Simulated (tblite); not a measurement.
Problem. What does the GFN2-xTB structure of InChI=1S/C6H13NO/c1-6(8)4-5-7(2)3/h4-5H2,1-3H3 look like in three dimensions?

Solution. 
```xyz
21
C6H13NO angstrom
C      1.9953   -0.3865   -1.1138
C      2.0259    0.7231   -0.1046
O      2.6206    1.7598   -0.2676
C      1.1891    0.4611    1.1310
C     -0.2863    0.7856    0.8296
N     -0.8810   -0.1686   -0.0902
C     -1.9300    0.4164   -0.8996
C     -1.3428   -1.3644    0.5834
H      2.5061   -0.0932   -2.0266
H      0.9515   -0.6283   -1.3122
H      2.4739   -1.2706   -0.6985
H      1.2868   -0.5773    1.4438
H      1.5249    1.1171    1.9348
H     -0.3270    1.7802    0.3796
H     -0.8408    0.8246    1.7814
H     -2.7842    0.7711   -0.3030
H     -2.2909   -0.3317   -1.6048
H     -1.5237    1.2550   -1.4632
H     -0.5310   -1.7940    1.1664
H     -1.6554   -2.0957   -0.1609
H     -2.1899   -1.1668    1.2585
```

Orientation and origin are arbitrary. Atoms count from 1 in this order. N6 (tertiary amine nitrogen) is pyramidal (angles 112.6°, 112.2° and 111.3°, sum 336.1°, 0.42 Å off the plane of its three neighbours). Of the pairs four or more bonds apart, N6···H10 is among the closest relative to their van der Waals radii: 2.25 Å, 82 % of the sum of Bondi's values. The 3 C–C bonds span 1.500 Å (C1–C2, drawn single) to 1.540 Å (C4–C5, drawn single), a spread of 0.040 Å.

Bonds between heavy atoms (Å): C1–C2 1.500, C2=O3 1.206, C2–C4 1.515, C4–C5 1.540, C5–N6 1.453, N6–C7 1.448, N6–C8 1.448.

Computed geometry: GFN2-xTB, gas phase.

Point group: C1 (no symmetry element, even within 0.4 Å). Its GFN2-xTB frequencies are all real (lowest 49 cm⁻¹). The numbers are those of one conformer (C1–C2–C4–C5 -81°, C2–C4–C5–N6 70°, C4–C5–N6–C7 -150°). 3 starts were optimised and ended at 0.00, 1.20 and 1.23 kcal/mol (GFN2-xTB); the lowest of these is shown.
